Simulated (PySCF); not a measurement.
A calculated (BP86, PySCF 2.14, dyall-acv3z, the non-relativistic Hamiltonian (point nucleus)) atom or ion has these occupied shells.

| shell | electrons | orbital energy (eV) | rms radius, mean of both spins (bohr) |
| --- | --- | --- | --- |
| 1s | 2 | -1278.6 | 0.152 |
| 2s | 2 | -99.747 | 0.764 |
| 2p | 6 | -66.809 | 0.772 |

**Question.** Name the element and its charge.

**Answer.** Mg²⁺ (magnesium, charge +2), in [Ne], closed-shell 1S.
